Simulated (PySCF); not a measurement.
**Nitrogen: a sound run and one with changed settings**

Sound run: N⁺ [He] 2s2 2p2, N²⁺ [He] 2s2 2p1. Calculation: PySCF 2.14, in pcseg-2 (4s3p2d1f, 30 functions); no relativity, point nucleus. The sound run starts from symmetry-adapted Hartree-Fock orbitals and uses a fine grid where one is needed.

Changed run: 6 angular points. This setting is unsound on purpose.

| species | method | sound run (hartree) | changed run (hartree) | converged |
| --- | --- | --- | --- | --- |
| N⁺ | UHF | -53.88813 | -53.88813 | yes |
| N⁺ | PBE | -53.99012 | -54.58920 | yes |
| N⁺ | M06-2X | -54.05316 | -54.07945 | yes |
| N²⁺ | UHF | -52.81426 | -52.81426 | yes |
| N²⁺ | PBE | -52.88927 | -53.19403 | yes |
| N²⁺ | M06-2X | -52.96047 | -52.97459 | yes |

Ionisation energy of N⁺:

| method | sound run (eV) | changed run (eV) |
| --- | --- | --- |
| UHF | 29.221 | 29.221 |
| PBE | 29.956 | 37.964 |
| M06-2X | 29.734 | 30.065 |

A coarse angular grid integrates products of high-l functions wrongly, so density functionals can shift, and the SCF can exploit the error; Hartree-Fock and MP2 need no grid.

For comparison, NIST gives 29.601 eV between the lowest levels.
